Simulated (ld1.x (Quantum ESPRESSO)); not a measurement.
# hafnium (Hf): TM semilocal pseudisation with PBE, scalar-relativistic reference atom.

ld1.x (Quantum ESPRESSO) 7.5 was run on this input:

```
&input
   title='Hf', zed=72., rel=1, dft='PBE', iswitch=3,
   config='[Xe] 4f14 5d2 6s1 6p0',
   nld=3, rlderiv=2.30, eminld=-7.0, emaxld=5.0, deld=0.02
 /
 &inputp
   pseudotype=1, tm=.true., lloc=0,
   nlcc=.false.,
   file_pseudopw='Hf.pp', file_wfcaegen='ae.wfc', file_wfcncgen='nc.wfc'
 /
3
5P  2  1   6.00   0.00  1.50  1.50  0.0
5D  3  2   2.00   0.00  2.10  2.10  0.0
5S  1  0   2.00   0.00  1.25  1.25  0.0
 &test
   configts(1)='5s2 5p6 5d2 6s1 6p0'
 /
```

Command:

```bash
ld1.x < Hf.in > Hf.out
```

The program printed (shortened: banner, matrices, multipoles, cross overlaps and the repeated all-electron block are left out):

```
Program LD1 v.7.5
     --------------------------- All-electron run ----------------------------

     Hf
     scalar relativistic calculation

     atomic number is 72.00
     dft =PBE   lsd =0 sic =0 latt =0  beta=0.20 tr2=1.0E-14
     Exchange-correlation= PBE
                           (   1   4   3   4   0   0   0)
     mesh =1271 r(mesh) =  99.31870 a.u. xmin = -7.00 dx = 0.01250
     1 Ry =  13.60569312 eV, c = 137.03599908

     n l     nl                  e(Ry)          e(Ha)          e(eV)
     1 0     1S 1( 2.00)     -4799.1240     -2399.5620    -65295.4090
     2 0     2S 1( 2.00)      -821.1555      -410.5778    -11172.3900
     2 1     2P 1( 6.00)      -721.0258      -360.5129     -9810.0560
     3 0     3S 1( 2.00)      -187.4967       -93.7483     -2551.0222
     3 1     3P 1( 6.00)      -157.5883       -78.7942     -2144.0985
     4 0     4S 1( 2.00)       -38.1815       -19.0907      -519.4851
     4 1     4P 1( 6.00)       -28.3715       -14.1857      -386.0137
     3 2     3D 1(10.00)      -122.2127       -61.1064     -1662.7892
     5 0     5S 1( 2.00)        -5.4347        -2.7174       -73.9432
     5 1     5P 1( 6.00)        -3.1247        -1.5624       -42.5137
     4 2     4D 1(10.00)       -15.6996        -7.8498      -213.6035
     4 3     4F 1(14.00)        -1.7466        -0.8733       -23.7639
     5 2     5D 1( 2.00)        -0.6766        -0.3383        -9.2060
     6 0     6S 1( 1.00)        -0.8066        -0.4033       -10.9749
     6 1     6P 1( 0.00)        -0.4674        -0.2337        -6.3589

     final scf error:  5.8E-15 reached in  34 iterations

     Etot =  -30155.856735 Ry,  -15077.928367 Ha, -410291.332596 eV

     Ekin =   33046.086483 Ry,   16523.043241 Ha,  449614.911603 eV
     Encl =  -74363.255853 Ry,  -37181.627927 Ha,-1011763.638763 eV
     Eh   =   11776.142878 Ry,    5888.071439 Ha,  160222.586165 eV
     Exc  =    -614.830242 Ry,    -307.415121 Ha,   -8365.191602 eV

     normalization and overlap integrals

     s(1S/1S) =  1.000000  <r> =   0.0190  <r2> =    0.0005  r(max) =   0.0120
     s(2S/2S) =  1.000000  <r> =   0.0804  <r2> =    0.0076  r(max) =   0.0679
     s(2P/2P) =  1.000000  <r> =   0.0717  <r2> =    0.0063  r(max) =   0.0556
     s(3S/3S) =  1.000000  <r> =   0.2086  <r2> =    0.0498  r(max) =   0.1917
     s(3P/3P) =  1.000000  <r> =   0.2085  <r2> =    0.0504  r(max) =   0.1893
     s(4S/4S) =  1.000000  <r> =   0.4682  <r2> =    0.2475  r(max) =   0.4375
     s(4P/4P) =  1.000000  <r> =   0.4976  <r2> =    0.2818  r(max) =   0.4599
     s(3D/3D) =  1.000000  <r> =   0.1890  <r2> =    0.0419  r(max) =   0.1550
     s(5S/5S) =  1.000000  <r> =   1.1351  <r2> =    1.4501  r(max) =   1.0109
     s(5P/5P) =  1.000000  <r> =   1.3415  <r2> =    2.0468  r(max) =   1.1599
     s(4D/4D) =  1.000000  <r> =   0.5351  <r2> =    0.3323  r(max) =   0.4716
     s(4F/4F) =  1.000000  <r> =   0.6771  <r2> =    0.5946  r(max) =   0.4542
     s(5D/5D) =  1.000000  <r> =   2.2758  <r2> =    6.2495  r(max) =   1.6667
     s(6S/6S) =  1.000000  <r> =   3.2016  <r2> =   11.5587  r(max) =   2.7825
     s(6P/6P) =  1.000000  <r> =   4.2160  <r2> =   20.0989  r(max) =   3.6177

     ------------------------ End of All-electron run ------------------------

     --------------------- Generating NC pseudopotential ---------------------

      Generating local pot.: lloc=0, matching radius rcloc =   1.2500

      Wfc   5P  rcut= 1.489  Using Troullier-Martins method

      Wfc   5D  rcut= 2.113  Using Troullier-Martins method

     ------------------- End of pseudopotential generation -------------------

     Computing logarithmic derivative in   2.29241
     Computing logarithmic derivative in   2.29241
     Computing the partial wave expansion
       no projector for channel:   0
     R is outside the sphere for l=    1 j= 0.00
     R is outside the sphere for l=    2 j= 0.00

     ---------------------- Testing the pseudopotential ----------------------

     Hf
     scalar relativistic calculation

     atomic number is 72.00   valence charge is 12.00
     dft =PBE   lsd =0 sic =0 latt =0  beta=0.20 tr2=1.0E-14
     mesh =1271 r(mesh) =  99.31870 xmin = -7.00 dx = 0.01250

     n l     nl             e AE (Ry)        e PS (Ry)    De AE-PS (Ry)
     1 0     5S   1( 2.00)       -5.43473       -5.43478        0.00006
     2 1     5P   1( 6.00)       -3.12470       -3.12473        0.00002
     3 2     5D   1( 2.00)       -0.67663       -0.67663       -0.00000
     2 0     6S   1( 1.00)       -0.80664       -0.81463        0.00799  !
     3 1     6P   1( 0.00)       -0.46737       -0.46954        0.00217

     eps = 7.6E-15  iter = 13

     Etot =  -30155.856735 Ry,  -15077.928367 Ha, -410291.332596 eV
     Etotps =   -97.508605 Ry,     -48.754303 Ha,   -1326.672158 eV

     Ekin =      29.894117 Ry,      14.947059 Ha,     406.730189 eV
     Encl =    -187.248327 Ry,     -93.624163 Ha,   -2547.643270 eV
     Ehrt =      69.042692 Ry,      34.521346 Ha,     939.373676 eV
     Ecxc =     -11.206289 Ry,      -5.603145 Ha,    -152.469333 eV
     Epseu=       2.009202 Ry,       1.004601 Ha,      27.336580 eV

     ---------------------- End of pseudopotential test ----------------------
```

Generation and configuration tests took about 2.4 s on one core of a shared server CPU.
